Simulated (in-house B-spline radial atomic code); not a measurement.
# Ionising Mg8+ with different functionals

Computed with a radial B-spline atomic code at the basis-set limit: four-component Dirac-Coulomb Hamiltonian, Fermi nucleus of rms radius 3.057 fm, spin-restricted, spherical fractional occupations for the functionals, and exact exchange of hybrids averaged over the configuration. The ionisation energy is the difference of two self-consistent energies, [He] 2s2 → [He] 2s1, without Breit or QED terms; ε is the level of the shell that loses the electron (mean over j).

```tsv
method	rung	ΔSCF (eV)	-ε(2s) (eV)
BHandHLYP	global hybrid	326.88	317.54
B97-1	global hybrid	?	?
PBE0	global hybrid	327.74	313.60
CAM-B3LYP	range-separated hybrid	?	?
```

What does CAM-B3LYP give?

ΔSCF 328.01 eV, and -ε(2s) = 314.92 eV.

What does B97-1 give?

ΔSCF 327.96 eV, and -ε(2s) = 313.07 eV.

Among the functionals, which spreads more, the ΔSCF values or the orbital energies?

The orbital energies: ΔSCF values span about 1.13 eV and the orbital energies 4.47 eV.

How do they compare with the NIST value?

NIST lists 327.99 eV ± 0.04 (semi-empirical, ground level to ground level). Errors run from -1.11 to +0.02 eV; CAM-B3LYP is closest (+0.02 eV), though others lie within the uncertainty of it, and part of that can be cancellation, since the calculations leave out Breit-QED terms, spin polarisation, the near-degeneracy of s² and p².
